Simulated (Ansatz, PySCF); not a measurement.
Reaction R1 → P1 + P2, each structure at its B3LYP-D3(BJ)/def2-TZVP stationary point, reached from a drawn start (curvature not checked).
R1, Cl3In (SMILES [Cl][In]([Cl])[Cl]) (charge 0, multiplicity 1, Z-matrix in Å and degrees):
```
In
Cl 1 2.3146
Cl 1 2.3146 2 120.00
Cl 1 2.3146 2 120.00 3 180.00
```
P1: ClIn (SMILES [Cl][In]), charge 0, multiplicity 1.
P2, Cl2 (SMILES ClCl) (charge 0, multiplicity 1, Z-matrix in Å and degrees):
```
Cl
Cl 1 2.0135
```

P less R. No zero-point or thermal terms; no spin–orbit coupling.

Frozen-core correlation throughout. In cc and def2 sets filled d and f shells under p-block atoms count as core.

The values were computed with Ansatz (a first-principles code) with Gaussian orbitals; PySCF for the D3/D4 terms. All values are computed, each at the level named. Elements past Kr take the def2 small-core potentials, without spin–orbit coupling.

| level | reaction energy (kJ/mol) |
|---|---|
| HF/def2-SVP | 343.2 |
| PBE-D3(BJ)/def2-TZVPP | 269.1 |
| revPBE-D4/def2-TZVPP | 259.7 |
| r2SCAN-D4/def2-TZVPP | 309.2 |
| PBE0/def2-TZVPP | 292.5 |
| BHLYP/def2-TZVPP | 295.8 |
| B2PLYP-D3(BJ)/def2-TZVPP | 301.2 |
| MP2/def2-SVP | 360.3 |
| CCSD/def2-TZVPP | … |

Question: Some entries are withheld; supply them.

Answer: 
- CCSD/def2-TZVPP, reaction energy (kJ/mol): 324.7
